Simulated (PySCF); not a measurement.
(2R)-1,1-difluoro-2-methylcyclopropane (C₄H₆F₂), SMILES C[C@@H]1CC1(F)F. Heavy atoms are numbered as in [CH3:1][C@@H:2]1[CH2:3][C:4]1([F:5])[F:6]. Hydrogens are named by the atom that carries them.

Coordinates come from a PBE-D3(BJ)/def2-SVP optimisation.

Calculation: r2SCAN/def2-TZVP run with PySCF.

ESP charges are fitted to the potential on shells at 1.4 to 2.0 van der Waals radii. Atomic charges (e), one atom of each kind:

```
atom      Löwdin  Mulliken  meta-Löwdin  ESP fit
--------  ------  --------  -----------  -------
C1 (CH3)   -0.28     -0.34        -0.34    -0.55
C2 (CH)    -0.21     -0.09        -0.12     0.09
C3 (CH2)   -0.18     -0.29        -0.29    -0.47
C4         -0.49      0.43         0.55     0.39
F5          0.17     -0.21        -0.28    -0.19
H on C1     0.13      0.11         0.12     0.16
H on C2     0.16      0.11         0.13     0.09
H on C3     0.14      0.12         0.13     0.19
```

Computed Mayer and Wiberg (Löwdin basis) orders of the bonds:
```json
[
 {"bond": "C1–C2", "Mayer": "0.95", "Wiberg": "1.28"},
 {"bond": "C2–C3", "Mayer": "0.90", "Wiberg": "1.16"},
 {"bond": "C2–C4", "Mayer": "0.98", "Wiberg": "1.19"},
 {"bond": "C3–C4", "Mayer": "1.00", "Wiberg": "1.25"},
 {"bond": "C4–F5", "Mayer": "1.06", "Wiberg": "1.69"},
 {"bond": "C4–F6", "Mayer": "1.07", "Wiberg": "1.70"}
]
```
